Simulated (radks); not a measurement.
Species: N+. Configuration: [He] 2s2 2p2. All-electron calculation, non-relativistic Kohn-Sham, PBEsol, spin-polarised, spherical densities, point nucleus; open shells are filled with parallel spins first. Program: a radial shooting solver on a logarithmic mesh with Libxc functionals.

Normalised radial functions P(r) = r R(r), r in bohr:

```
   r/bohr * 2p down (the largest magnitude, 0.822, reaches the edge; | marks zero)
 0.008852 *
   0.0109 *
  0.01342 *
  0.01652 *
  0.02034 *
  0.02504 *
  0.03083 |*
  0.03766 |*
  0.04637 |*
  0.05709 | *
  0.07029 |  *
  0.08654 |   *
   0.1066 |     *
   0.1312 |       *
   0.1615 |          *
   0.1989 |              *
   0.2448 |                   *
   0.3015 |                         *
   0.3712 |                                *
    0.457 |                                       *
   0.5626 |                                              *
   0.6927 |                                                   *
   0.8529 |                                                      *
    1.042 |                                                      *
    1.283 |                                                  *
    1.579 |                                           *
    1.944 |                                  *
    2.394 |                        *
    2.947 |              *
    3.629 |       *
    4.468 |   *
```

2p down (empty): eigenvalue -18.212 eV, 0 radial nodes, <r> = 1.33 bohr, 90 % of the charge inside 2.25 bohr.
